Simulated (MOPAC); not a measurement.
Input for MOPAC: PM7 on BH2I (SMILES BI), a point of a bond scan (R = 1.301 Å).

```
PM7 1SCF PRECISE CHARGE=0 THREADS=1
BH2I

B     -1.00687273 1    -1.52824232 1     0.26334221 1
H     -0.58695847 1    -2.38276375 1     1.14974649 1
H     -1.98651595 1    -1.65890826 1    -0.38610151 1
I      0.14426438 1     0.21896603 1    -0.03773158 1
```

The log:

```
*******************************************************************************
 **                                                                           **
 **                              MOPAC v23.2.5                                **
 **                                                                           **
 *******************************************************************************
 ** MOPAC's Digital Object Identifier: https://doi.org/10.5281/zenodo.6511958 **
 **                                                                           **
 ** Please cite the open-source release paper for use of this MOPAC version:  **
 ** J. E. Moussa and J. J. P. Stewart (2026)                                  **
 ** MOPAC: An open-source semiempirical molecular orbital program             **
 ** J. Open Source Softw., 11(119), 8025, https://doi.org/10.21105/joss.08025 **
 *******************************************************************************

                              PM7 CALCULATION RESULTS

 *******************************************************************************
 *  PM7        - The PM7 Hamiltonian to be used
 *
 *
 *
 *                 CHARGE ON SYSTEM = 0
 *
 *
 *
 *  PRECISE    - TIGHTER CRITERIA TO BE USED
 *  1SCF       - DO 1 SCF AND THEN STOP
 *  THREADS=1  - MULTI-THREADING NOT USED
 *  T=         - A TIME OF 172800.0 SECONDS REQUESTED
 *  DUMP=N     - RESTART FILE WRITTEN EVERY 7200.0 SECONDS REQUESTED
 *******************************************************************************
PM7 1SCF PRECISE CHARGE=0 THREADS=1
 BH2I

   ATOM   CHEMICAL          X               Y               Z
  NUMBER   SYMBOL      (ANGSTROMS)     (ANGSTROMS)     (ANGSTROMS)

     1       B         -1.00687273  *  -1.52824232  *   0.26334221  *
     2       H         -0.58695847  *  -2.38276375  *   1.14974649  *
     3       H         -1.98651595  *  -1.65890826  *  -0.38610151  *
     4       I          0.14426438  *   0.21896603  *  -0.03773158  *



          CARTESIAN COORDINATES

    NO.       ATOM           X           Y           Z

     1         B         -1.0069     -1.5282      0.2633
     2         H         -0.5870     -2.3828      1.1497
     3         H         -1.9865     -1.6589     -0.3861
     4         I          0.1443      0.2190     -0.0377

 General Reference for PM7:
 "Optimization of Parameters for Semiempirical Methods VI: More Modifications to the
 NDDO Approximations and Re-optimization of Parameters", J. J. P. Stewart, J. Mol. Mod., 1:32, 19 (2013)
 https://link.springer.com/article/10.1007/s00894-012-1667-x

           Empirical Formula: H2 B I  =     4 atoms



      MOLECULAR POINT GROUP   :   C2v


      RHF CALCULATION, NO. OF DOUBLY OCCUPIED LEVELS = 6


 -------------------------------------------------------------------------------
 PM7 1SCF PRECISE CHARGE=0 THREADS=1
 BH2I



     1SCF WAS SPECIFIED, SO BFGS WAS NOT USED
     SCF FIELD WAS ACHIEVED


                              PM7 CALCULATION
                                                       MOPAC v23.2.5 Linux




          FINAL HEAT OF FORMATION =         20.96911 KCAL/MOL =      87.73474 KJ/MOL


          COSMO AREA              =         92.05 SQUARE ANGSTROMS
          COSMO VOLUME            =         76.72 CUBIC ANGSTROMS

          IONIZATION POTENTIAL    =          9.290738 EV
          HOMO LUMO ENERGIES (EV) =         -9.291 -1.424
          NO. OF FILLED LEVELS    =          6
          MOLECULAR WEIGHT        =        139.7303         POINT GROUP:  C2v

          MOLECULAR DIMENSIONS (Angstroms)

            Atom       Atom       Distance
            I     4    H     2     2.95191
            H     2    H     3     2.00376
            H     3    B     1     0.00000


          SCF CALCULATIONS        =          1





   ATOM   CHEMICAL          X               Y               Z
  NUMBER   SYMBOL      (ANGSTROMS)     (ANGSTROMS)     (ANGSTROMS)

     1       B         -1.00687273  *  -1.52824232  *   0.26334221  *
     2       H         -0.58695847  *  -2.38276375  *   1.14974649  *
     3       H         -1.98651595  *  -1.65890826  *  -0.38610151  *
     4       I          0.14426438  *   0.21896603  *  -0.03773158  *

                             CARTESIAN COORDINATES

   1    B       -1.006872730    -1.528242320     0.263342210
   2    H       -0.586958470    -2.382763750     1.149746490
   3    H       -1.986515950    -1.658908260    -0.386101510
   4    I        0.144264380     0.218966030    -0.037731580


           Empirical Formula: H2 B I  =     4 atoms



      MOLECULAR POINT GROUP   :   C2v


                  EIGENVALUES
 -24.10576 -15.31635 -13.18137 -10.97084  -9.77471  -9.29074  -1.42431   1.30507
   2.90994   4.79505 123.86190 123.95154 123.96202 124.08142 124.10179


              NET ATOMIC CHARGES AND DIPOLE CONTRIBUTIONS

  ATOM NO.   TYPE          CHARGE      No. of ELECS.   s-Pop       p-Pop       d-Pop
    1          B           0.086406        2.9136     0.82429     2.08930
    2          H           0.045956        0.9540     0.95404
    3          H           0.026700        0.9733     0.97330
    4          I          -0.159062        7.1591     1.86261     5.29205     0.00440
 DIPOLE           X         Y         Z       TOTAL
 POINT-CHG.    -0.912    -1.540     0.342     1.823
 HYBRID        -0.126    -0.153     0.008     0.198
 SUM           -1.038    -1.693     0.350     2.017


          ATOMIC ORBITAL ELECTRON POPULATIONS

     Atom    s        px        py        pz      x^2-y^2     xz        z^2       yz        xy
    1  B   0.82429   0.75774   0.69022   0.64134
    2  H   0.95404
    3  H   0.97330
    4  I   1.86261   1.79243   1.59113   1.90849   0.00096   0.00023   0.00065   0.00073   0.00184

 **********************
 *                    *
 * JOB ENDED NORMALLY *
 *                    *
 **********************




 == MOPAC DONE ==
```

The run finished.

Cost: about 0.020 core-seconds (a rough figure).
